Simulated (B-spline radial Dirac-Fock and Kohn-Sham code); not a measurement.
**Elastic and transport cross sections of helium for electrons**

Model: relativistic (Dirac) partial waves in the static field of the Dirac-Fock atom with Furness-McCarthy exchange, without polarisation or absorption potentials. Program: a B-spline atomic structure program. σ_tr1 and σ_tr2 weight the cross section with 1 − P₁ and 1 − P₂ of cos θ; "backward" is the share scattered beyond 90°.

| energy (eV) | σ (a₀²) | σ_tr1 (a₀²) | σ_tr2 (a₀²) | σ/σ_tr1 | backward (%) |
| --- | --- | --- | --- | --- | --- |
| 709 | 0.227 | 0.0316 | 0.0666 | 7.18 | 2.3 |
| 791 | 0.202 | 0.0261 | 0.0555 | 7.77 | 2.0 |
| 830 | 0.192 | 0.0239 | 0.0512 | 8.04 | 1.9 |
| 967 | 0.164 | 0.0183 | 0.0396 | 8.98 | 1.6 |
| 1000 | 0.158 | 0.0172 | 0.0374 | 9.21 | 1.6 |
| 1090 | 0.145 | 0.0148 | 0.0324 | 9.81 | 1.5 |
| 1360 | 0.115 | 0.00996 | 0.0222 | 11.6 | 1.2 |
| 1500 | 0.104 | 0.00836 | 0.0188 | 12.5 | 1.0 |
| 1590 | 0.0982 | 0.00754 | 0.0170 | 13.0 | 0.99 |
| 1660 | 0.0940 | 0.00698 | 0.0158 | 13.5 | 0.95 |
| 2000 | 0.0777 | 0.00500 | 0.0115 | 15.5 | 0.78 |
| 2630 | ? | ? | ? | ? | ? |
| 2730 | 0.0567 | 0.00286 | 0.00670 | 19.8 | 0.57 |
| 3000 | 0.0515 | 0.00242 | 0.00568 | 21.3 | 0.52 |
| 3240 | 0.0477 | 0.00210 | 0.00497 | 22.7 | 0.48 |
| 4010 | 0.0385 | 0.00143 | 0.00342 | 26.9 | 0.38 |
| 4810 | 0.0321 | 0.00103 | 0.00248 | 31.2 | 0.32 |
| 5000 | 0.0309 | 0.000961 | 0.00232 | 32.2 | 0.31 |
| 8240 | 0.0188 | 0.000388 | 0.000959 | 48.5 | 0.18 |
| 10000 | 0.0156 | 0.000273 | 0.000679 | 57.1 | 0.15 |

Q: Fill in the row for 2.63 keV.

A: σ = 0.0588 a₀², σ_tr1 = 0.00306 a₀², σ_tr2 = 0.00715 a₀², σ/σ_tr1 = 19.2, backward 0.59 %. The ratio σ/σ_tr1 is roughly the number of elastic collisions that randomise the direction.

Values without a named source are computed, but for edge energies of neutral atoms, which are taken from tables.
